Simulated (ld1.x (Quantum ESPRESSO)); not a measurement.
zinc, PAW: configuration errors across variants

- Element: Zn
- Generator: ld1.x (Quantum ESPRESSO) 7.5
- Type: PAW
- Functional: PW91
- Relativity: scalar-relativistic
- Frozen core: [Ne]
- Valence charge: 20
- Reference configuration: 3s2 3p6 3d10 4s1.75 4p0.25
- Partial waves: 3s (bound): rcut 0.90, rcutus 1.05 bohr; 4s (bound): rcut 0.90, rcutus 1.05 bohr; 3p (bound): rcut 1.00, rcutus 1.10 bohr; 4p (bound): rcut 1.00, rcutus 1.10 bohr; 3d (bound): rcut 1.05, rcutus 1.35 bohr; 3d channel at 0.5 Ry: rcut 1.05, rcutus 1.35 bohr
- Local potential: all-electron potential smoothed inside 0.90 bohr (lloc = -1)
- Core correction: Bessel-smoothed model core, default radius (core density twice the valence density)
- Augmentation charge: PSQ, inside the norm-conserving radii

All-electron excitation energies from the reference (eV): (1) 3s2 3p6 3d10 4s2 4p0 -1.230; (2) 3s2 3p6 3d10 4s1 4p0 8.732; (3) 3s2 3p6 3d10 4s0 4p0 27.243; (4) 3s2 3p6 3d10 4s0 4p2 9.390; (5) 3s1 3p6 3d10 4s2 4p0 136.833; (6) 3s2 3p6 3d10 4s1 4p1 3.887; (7) 3s2 3p6 3d10 4s1.5 4p0 2.746.

The overlap operator is not positive definite (basis up to 400 Ry) in “base”, “all radii but the core radius scaled by about 1.06 (s 1.12, p 1.16, d 1.44 bohr, rcut 0.96/1.06/1.12); local potential all-electron potential smoothed inside 0.96 bohr (lloc = -1)”, “all radii but the core radius scaled by about 1.17 (s 1.22, p 1.28, d 1.58 bohr, rcut 1.06/1.16/1.22); local potential all-electron potential smoothed inside 1.06 bohr (lloc = -1)”, “all radii but the core radius scaled by about 1.32 (s 1.38, p 1.46, d 1.78 bohr, rcut 1.18/1.32/1.38); local potential all-electron potential smoothed inside 1.18 bohr (lloc = -1)”, “all radii but the core radius scaled by about 1.36 (s 1.42, p 1.50, d 1.84 bohr, rcut 1.22/1.36/1.42); local potential all-electron potential smoothed inside 1.22 bohr (lloc = -1)”. Such files are unfit for use, however small their errors in these radial tests.

1 further variants failed, have other tests or too few solved ones, and are left out.

Errors AE − PS in meV (a dash: test not solved or not reliable):

```tsv
change	(1)	(2)	(3)	(4)	(5)	(6)	(7)	bound ghosts
base	+0.2	-0.5	-1.0	+0.9	+6.2	-0.1	-0.2	not determined (overlap not positive)
all radii but the core radius scaled by about 0.76 (s 0.80, p 0.84, d 1.02 bohr, rcut 0.68/0.76/0.80); local potential all-electron potential smoothed inside 0.68 bohr (lloc = -1)	+0.1	-0.6	-2.1	-0.6	-35	-0.3	-0.2	none
all radii but the core radius scaled by about 0.82 (s 0.86, p 0.90, d 1.12 bohr, rcut 0.74/0.82/0.86); local potential all-electron potential smoothed inside 0.74 bohr (lloc = -1)	+0.1	-0.7	-2.3	-0.6	-35	-0.3	-0.2	none
all radii but the core radius scaled by about 1.06 (s 1.12, p 1.16, d 1.44 bohr, rcut 0.96/1.06/1.12); local potential all-electron potential smoothed inside 0.96 bohr (lloc = -1)	+0.1	-1.3	-4.2	–	–	–	–	not determined (overlap not positive)
all radii but the core radius scaled by about 1.17 (s 1.22, p 1.28, d 1.58 bohr, rcut 1.06/1.16/1.22); local potential all-electron potential smoothed inside 1.06 bohr (lloc = -1)	+0.1	-1.3	-6.0	+2.4	–	–	–	not determined (overlap not positive)
all radii but the core radius scaled by about 1.32 (s 1.38, p 1.46, d 1.78 bohr, rcut 1.18/1.32/1.38); local potential all-electron potential smoothed inside 1.18 bohr (lloc = -1)	+0.2	-1.8	-9.2	+3.8	–	–	–	not determined (overlap not positive)
all radii but the core radius scaled by about 1.36 (s 1.42, p 1.50, d 1.84 bohr, rcut 1.22/1.36/1.42); local potential all-electron potential smoothed inside 1.22 bohr (lloc = -1)	+0.1	-1.9	-9.2	+7.6	–	–	–	not determined (overlap not positive)
```

Q: Give the same row for: all radii but the core radius scaled by about 0.91 (s 0.96, p 1.00, d 1.24 bohr, rcut 0.82/0.92/0.96); local potential all-electron potential smoothed inside 0.82 bohr (lloc = -1).

A: 0.0, -0.7, -2.3, -0.7, -35, -0.4, -0.3; bound ghosts: none.
